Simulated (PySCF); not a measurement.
# Sb: ionisation energy

Sb [Kr] 4d10 5s2 5p3 (4S) → Sb⁺ [Kr] 4d10 5s2 5p2 (3P), as a difference of total energies. Computed with PySCF 2.14 in dyall-av2z (22s16p12d, 130 functions), with the non-relativistic Hamiltonian (point nucleus). Correlated levels: valence: [Kr] 4d10 frozen; virtual orbitals above 40 to 60 times the deepest correlated orbital energy dropped. The calculations carry no spin-orbit coupling.

| method | ionisation energy (eV) |
| --- | --- |
| UHF | 8.637 |
| LDA | 9.188 |
| PBE | 9.024 |
| PBE0 | 9.103 |
| r2SCAN | 9.228 |
| TPSSh | 9.079 |
| B3LYP | 8.996 |
| r2SCAN0 | 9.251 |
| MP2 (valence) | 8.960 |
| SCS-MP2 (valence) | 8.848 |

How much does correlation contribute at MP2 (valence)?

8.960 − (8.637) = 0.323 eV, measured against UHF.

These non-relativistic numbers lack the scalar-relativistic shift.

For comparison: 9.124 eV (measured; NIST levels, between the centres of gravity of the two terms).
